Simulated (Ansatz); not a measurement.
Computed with Ansatz on PBE0-D4/def2-TZVP structures; ΔE is electronic, products minus reactants. CCSD(T)/CBS is the MP2 limit (def2-TZVPP, def2-QZVPP) plus CCSD(T) − MP2 in def2-TZVPP, frozen cores. def2 core potentials past Kr. For In, Mg outer-core shells are correlated without core-valence functions, which leaves a few kJ/mol of doubt a bond. One conformer a species, not always the lowest.

Consider the redistribution: `C[CH2][Mg][CH3]` + `[OH][In]([Cl])[Cl]` → `C[CH2][MgH]` + `C[O][In]([Cl])[Cl]`.

| species | CCSD(T)/def2-TZVPP energy (Eh) |
| --- | --- |
| `C[CH2][Mg][CH3]` | -318.70474 |
| `[OH][In]([Cl])[Cl]` | -1184.79609 |
| `C[CH2][MgH]` | -279.45392 |
| `C[O][In]([Cl])[Cl]` | -1224.01328 |

Q: Work out ΔE.

A: ΔE = (-279.45392) + (-1224.01328) − (-318.70474) − (-1184.79609) = 0.03363 Eh = +88.3 kJ/mol. CCSD(T)/CBS gives +97.0 kJ/mol.

Largest T1 diagnostic among the species: 0.015.

In def2-TZVPP, CCSD(T) changes the Hartree–Fock value by +17.3 kJ/mol (the triples alone add +1.1 kJ/mol) and MP2 by +26.5 kJ/mol. The D4 term adds −5.1 kJ/mol with B3LYP and −2.8 kJ/mol with PBE0; it sums over pairs of atoms, weighted by their polarisabilities, and B3LYP, whose exchange is more repulsive, gets the larger term.

B3LYP here is the variant with VWN-RPA as its local correlation; programs differ in this.
